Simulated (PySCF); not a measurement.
A PySCF script (with the pyscf-properties extension) for the NMR shieldings of `C=C[C@H]([SiH3])[SiH2]/C=C/CF`, C₆H₁₃FSi₂, on a GFN2-xTB geometry:

```python
import basis_set_exchange as bse
import numpy as np
from pyscf import gto, dft
from pyscf.prop import nmr

atoms = """
C    -3.281608   -1.781227    0.240252
C    -2.625086   -0.800962   -0.356435
C    -1.385555   -0.165456    0.160825
Si   -1.745999    1.665288    0.574114
Si    0.031438   -0.417738   -1.098112
C     1.597368    0.396066   -0.447939
C     2.729017   -0.243284   -0.193200
C     3.982501    0.408727    0.297848
F     4.645243   -0.410547    1.183372
H    -2.942347   -2.202268    1.173156
H    -4.181916   -2.203199   -0.172981
H    -2.993789   -0.401372   -1.293082
H    -1.102796   -0.664960    1.093496
H    -2.029822    2.401901   -0.660156
H    -0.585630    2.254507    1.246581
H    -2.908744    1.734794    1.462084
H     0.262558   -1.852906   -1.298947
H    -0.322498    0.208851   -2.379892
H     1.572093    1.466614   -0.280480
H     2.812360   -1.310909   -0.340533
H     4.680335    0.586931   -0.531988
H     3.782468    1.350534    0.819598
"""
names = dict.fromkeys(["C", "Si", "F", "H"], "pcSseg-1")
basis = {el: gto.basis.parse(bse.get_basis(n, elements=[el], fmt="nwchem")) for el, n in names.items()}
mol = gto.M(atom=atoms, basis=basis, charge=0, verbose=0)
mf = dft.RKS(mol, xc="PBE0")
mf.grids.level = 2
mf.grids.alignment = dft.numint.BLKSIZE   # the property module wants whole blocks of grid points
mf.conv_tol = 1e-9
mf.kernel()

calc = nmr.RKS(mf)   # GIAO
C = mf.mo_coeff
Co = C[:, mf.mo_occ > 0]
resp = mf.gen_response(singlet=True, hermi=2)
def vind(x):   # induced exchange potential for any number of trial vectors
    d = np.einsum("pi,xij,qj->xpq", C, 2 * x.reshape(-1, C.shape[1], Co.shape[1]), Co, optimize=True)
    return np.einsum("xpq,pi,qj->xij", resp(d - d.transpose(0, 2, 1)), C, Co, optimize=True).ravel()
mo1, _ = nmr.rhf.solve_mo1(calc, with_cphf=vind)
sigma = calc.kernel(mo1)
for i, s in enumerate(sigma):   # ppm
    w = np.linalg.eigvalsh((s + s.T) / 2)
    print("%2d %-2s iso %8.1f  s11 %8.1f  s22 %8.1f  s33 %8.1f" % (i, mol.atom_pure_symbol(i), w.mean(), *w))
```

Q: What does it print?

A: 
```
 0 C  iso     67.9  s11    -41.6  s22     90.8  s33    154.4
 1 C  iso     43.2  s11    -79.7  s22     52.3  s33    157.1
 2 C  iso    165.2  s11    146.5  s22    154.4  s33    194.6
 3 Si iso    416.2  s11    372.8  s22    407.6  s33    468.1
 4 Si iso    385.5  s11    346.6  s22    387.3  s33    422.6
 5 C  iso     55.9  s11    -53.8  s22     47.0  s33    174.4
 6 C  iso     30.2  s11    -89.2  s22     41.0  s33    138.9
 7 C  iso     97.3  s11     65.5  s22     82.2  s33    144.1
 8 F  iso    416.3  s11    375.4  s22    410.1  s33    463.3
 9 H  iso     26.3  s11     22.7  s22     25.5  s33     30.7
10 H  iso     26.5  s11     23.3  s22     25.3  s33     30.9
11 H  iso     25.8  s11     23.5  s22     24.7  s33     29.2
12 H  iso     30.0  s11     27.4  s22     28.9  s33     33.7
13 H  iso     27.7  s11     24.7  s22     26.1  s33     32.4
14 H  iso     27.6  s11     23.5  s22     26.7  s33     32.5
15 H  iso     27.8  s11     24.3  s22     25.9  s33     33.3
16 H  iso     27.4  s11     24.0  s22     26.3  s33     31.8
17 H  iso     27.2  s11     24.3  s22     25.9  s33     31.5
18 H  iso     25.7  s11     22.2  s22     24.5  s33     30.3
19 H  iso     24.9  s11     21.4  s22     24.0  s33     29.4
20 H  iso     26.2  s11     22.3  s22     27.3  s33     29.1
21 H  iso     26.6  s11     23.0  s22     26.9  s33     30.0
```

These numbers come from an equivalent density-fitted implementation of the same equations, which agrees with the script to about 0.01 ppm for H and up to a few tenths of a ppm for heavy atoms, so last digits may differ.

Q: Turn these shieldings into chemical shifts. Shifts are taken against calculated references (same method and geometry level): TMS for ¹³C (186.93 ppm), ²⁹Si (349.16 ppm), ¹H (31.72 ppm); ¹⁹F (170.95 ppm) against CFCl3.

A: Averaging equivalent atoms: C 6: 156.7; C 1: 143.7; C 5: 131.1; C 0: 119.0; C 7: 89.7; C 2: 21.7; Si 4: -36.3; Si 3: -67.0; F 8: -245.3; H 19: 6.82; H 18: 6.05; H 11: 5.92; H 20: 5.49; H 9: 5.40; H 10: 5.21; H 21: 5.10; H 17: 4.47; H 16: 4.36; H 13/14/15: 4.01; H 12: 1.72 ppm. Unscaled 19F shifts against computed CFCl3 carry errors that often reach 10 to 50 ppm.

Size and cost of the density-fitted run: 232 basis functions, 120 s wall time on 1 thread of an Arm Neoverse N1, shared host; peak memory 1 GiB.
